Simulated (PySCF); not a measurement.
**Electric properties by functional and basis**

Compound: m-cresol, C7H8O.
Z-matrix (Å and degrees, PBE0-D3(BJ)/def2-SVP geometry), rows numbered from 1:
```
C 
C   1  1.5016
C   2  1.3981  1  121.15
C   3  1.3953  2  120.30  1   178.48
C   4  1.3895  3  120.95  2     0.14
C   5  1.3987  4  119.23  3     0.02
O   6  1.3505  5  117.82  4   179.79
C   6  1.3969  5  119.82  4    -0.06
H   1  1.1002  2  111.60  3   143.88
H   1  1.0991  2  111.43  3    22.89
H   1  1.1029  2  110.89  3   -96.68
H   3  1.0926  2  119.65  1    -1.63
H   4  1.0929  3  119.72  2   179.92
H   5  1.0913  4  121.85  3   179.79
H   7  0.9628  6  109.11  5   179.92
H   8  1.0957  2  119.60  1     1.57
```

PySCF, dipoles from the SCF density, polarisabilities from static response with core orbitals frozen. Geometry: PBE0-D3(BJ)/def2-SVP, one conformer, isolated molecule.

Compare the levels for these properties.

```tsv
level	μ (D)	α (Å³)	anisotropy (Å³)
LDA/def2-SVPD	1.665	13.32	7.77
PBE/def2-SVPD	1.586	13.19	7.77
B3LYP/def2-SVPD	1.620	12.90	7.45
PBE0/def2-SVPD	1.638	12.77	7.36
BHandHLYP/def2-SVPD	1.679	12.52	7.08
CAM-B3LYP/def2-SVPD	1.664	12.72	7.23
wB97X-D/def2-SVPD	1.661	12.74	7.13
LC-wPBE/def2-SVPD	1.685	12.43	7.00
HF/def2-SVPD	1.742	12.18	6.61
PBE0/6-31G*	1.648	10.57	8.64
PBE0/def2-SVP	1.680	11.12	7.93
PBE0/6-31+G*	1.761	12.29	7.24
PBE0/aug-cc-pVDZ	1.625	13.11	7.37
PBE0/def2-TZVP	1.639	12.45	7.56
```

The anisotropy is √(½[(α1 − α2)² + (α2 − α3)² + (α3 − α1)²]). The dipole runs from 1.59 D (PBE/def2-SVPD) to 1.76 D (PBE0/6-31+G*). No reference polarisability is at hand; against PBE0 in the largest diffuse basis at hand (aug-cc-pVDZ) the other PBE0 rows deviate by 6-31G* -19%, def2-SVP -15%, 6-31+G* -6%, def2-SVPD -3%, def2-TZVP -5%. In one basis (def2-SVPD) the functionals order the polarisability from HF (lowest) to LDA (highest), a spread of 9%. With PBE0 the polarisability is 11.38 Å³ without diffuse functions (mean of 6-31G*, def2-SVP and def2-TZVP) and 12.72 Å³ with them (mean of 6-31+G*, def2-SVPD and aug-cc-pVDZ).
